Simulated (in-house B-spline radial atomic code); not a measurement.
# HSE06 excitations of Pr⁵⁺

Method: HSE06. Computed with a B-spline radial code for spherical atoms: linear response of the closed shell [Kr] 4d10 5s2 5p6 with the functional's adiabatic kernel; scalar-relativistic (spin-free one-electron X2C), finite nucleus, no spin-orbit coupling, no double excitations, S, P, D and F terms only; shells from n = 3 respond. Only terms of natural parity with L up to 3 were computed.

Spin-orbit coupling is strong here, so these LS terms don't match observed levels.

Command:
```bash
python run_td.py task.json out
```
Settings (radii: box in bohr, nucleus in fm):
```
Z                        59
electrons                54
configuration            [Kr] 4d10 5s2 5p6
hamiltonian              x2c
method                   hse06
box_radius               16.35
rms_radius               4.8919
intervals                70
```

Time taken, with all properties: 5.8 s on 1 thread of Arm Neoverse N1, with other jobs on the host.

The lowest states, in the order of their Tamm-Dancoff energies; the method's threshold (minus the highest occupied level) is 78.30 eV. Labels give the largest channel, * marks a mixed state, and oscillator strengths are full-response dipole values. Semilocal kernels can invert the small singlet-triplet splittings of Rydberg terms. Energies in eV:

```json
{"state": "5p → 4f 3D", "full response": "7.270", "Tamm-Dancoff": "7.349", "oscillator strength": "-"}
{"state": "5p → 4f 1D", "full response": "9.415", "Tamm-Dancoff": "9.589", "oscillator strength": "-"}
{"state": "5p → 5d 3P", "full response": "26.063", "Tamm-Dancoff": "26.141", "oscillator strength": "-"}
{"state": "5p → 5d 3F", "full response": "26.238", "Tamm-Dancoff": "26.390", "oscillator strength": "-"}
{"state": "5p → 5d 1F", "full response": "28.465", "Tamm-Dancoff": "28.485", "oscillator strength": "-"}
{"state": "5s → 4f 3F", "full response": "29.375", "Tamm-Dancoff": "29.396", "oscillator strength": "-"}
{"state": "5s → 4f 1F", "full response": "30.32", "Tamm-Dancoff": "30.34", "oscillator strength": "-"}
{"state": "5p → 5d 1P", "full response": "34.26", "Tamm-Dancoff": "35.46", "oscillator strength": "5.39"}
{"state": "5p → 6s 3P", "full response": "37.45", "Tamm-Dancoff": "37.46", "oscillator strength": "-"}
{"state": "5p → 6s 1P", "full response": "38.00", "Tamm-Dancoff": "38.02", "oscillator strength": "1.22"}
{"state": "5p → 6p 3S", "full response": "43.43", "Tamm-Dancoff": "43.45", "oscillator strength": "-"}
{"state": "5p → 6p 3D", "full response": "44.08", "Tamm-Dancoff": "44.09", "oscillator strength": "-"}
{"state": "5p → 6p 1D", "full response": "44.38", "Tamm-Dancoff": "44.39", "oscillator strength": "-"}
{"state": "5p → 6p 1S", "full response": "46.17", "Tamm-Dancoff": "46.32", "oscillator strength": "-"}
{"state": "5s → 5d 3D", "full response": "?", "Tamm-Dancoff": "?", "oscillator strength": "-"}
{"state": "5s → 5d 1D", "full response": "50.94", "Tamm-Dancoff": "51.00", "oscillator strength": "-"}
{"state": "5p → 5f 3D", "full response": "51.68", "Tamm-Dancoff": "51.68", "oscillator strength": "-"}
{"state": "5p → 5f 1D", "full response": "52.44", "Tamm-Dancoff": "52.52", "oscillator strength": "-"}
{"state": "5p → 6d 3P", "full response": "53.31", "Tamm-Dancoff": "53.31", "oscillator strength": "-"}
{"state": "5p → 6d 3F", "full response": "53.48", "Tamm-Dancoff": "53.49", "oscillator strength": "-"}
{"state": "5p → 6d 1F", "full response": "?", "Tamm-Dancoff": "?", "oscillator strength": "-"}
{"state": "5p → 6d 1P", "full response": "54.47", "Tamm-Dancoff": "54.66", "oscillator strength": "0.137"}
```

Where does 5s → 5d 3D lie?

At 48.41 eV in full response, 48.46 eV in Tamm-Dancoff.

Where does 5p → 6d 1F lie?

At 53.76 eV in full response, 53.77 eV in Tamm-Dancoff.

How large is the singlet-triplet splitting of 5p → 4f (D terms) in Tamm-Dancoff?

2.24 eV, from the unrounded values.

What polarisabilities and dispersion coefficient does the method give?

Dipole 4.577 bohr³, quadrupole 13.94 bohr⁵, C6 23.15 hartree·bohr⁶ for two such species.
